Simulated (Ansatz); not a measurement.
`F[Si]([SiH3])(Cl)Cl` + `OC[SiH2]Cl` → `O[Si](F)([SiH3])Cl` + `ClC[SiH2]Cl`  (redistribution)

Computed with Ansatz on PBE0-D4/def2-TZVP structures; ΔE is electronic, products minus reactants. CBS: MP2 limit from def2 TZ/QZ plus the TZ coupled-cluster correction, frozen cores. DFT in def2-TZVPP. Each species was taken in one conformer, which may not be the lowest.

`F[Si]([SiH3])(Cl)Cl`:

Z-matrix (Å, degrees):
```
Si
Si 1 2.331
Cl 1 2.038 2 111.2
F 1 1.589 2 111.2 3 -119.3
Cl 1 2.038 2 111.2 3 121.5
H 2 1.484 1 109.0 3 179.7
H 2 1.484 1 109.0 3 59.2
H 2 1.484 1 107.8 3 -60.6
```

`OC[SiH2]Cl`:

```xyz
9

O    -1.176   -0.488   -1.198
C    -0.594   -0.696    0.076
Si    0.937    0.366    0.339
Cl    0.354    2.312   -0.050
H    -1.347    0.454   -1.301
H    -0.307   -1.752    0.125
H    -1.315   -0.530    0.889
H     1.430    0.300    1.737
H     2.018    0.034   -0.617
```

`O[Si](F)([SiH3])Cl`:

```xyz
9

O     0.049   -1.490    1.236
Si    0.677   -0.205    0.464
F     2.038   -0.614   -0.257
Si   -0.871    0.594   -1.082
Cl    1.202    1.243    1.822
H     0.480   -1.827    2.024
H    -2.084    1.044   -0.354
H    -0.267    1.739   -1.810
H    -1.225   -0.483   -2.042
```

`ClC[SiH2]Cl`:

Cartesian coordinates in Å:
```
Cl 2.215 0.162 0.370
C 0.526 -0.247 0.785
Si -0.510 0.216 -0.705
Cl -2.478 -0.229 -0.295
H 0.251 0.316 1.677
H 0.481 -1.312 1.011
H -0.401 1.668 -0.962
H -0.085 -0.574 -1.880
```

| level | ΔE (kJ/mol) |
| --- | --- |
| PBE-D4 | -39.5 |
| B2PLYP | -52.7 |
| MP2/def2-SVP | -37.5 |
| HF/def2-QZVPP | -58.4 |

Question: What does CCSD(T)/CBS give? (Estimate.)

Answer: Ansatz gave: -53.3 kJ/mol. The listed levels differ from it by 13.8, 0.6, 15.8, -5.1 kJ/mol.

Largest T1 diagnostic among the species: 0.012.

Leaving LDA and LC-ωPBE aside and taking each functional with its dispersion term where it has one, the values, not all of them listed here, spread over 14.0 kJ/mol, from B2PLYP to revPBE-D4. At CCSD(T), def2-SVP lies +20.1 kJ/mol from the extrapolated value and def2-TZVPP −0.0 kJ/mol.
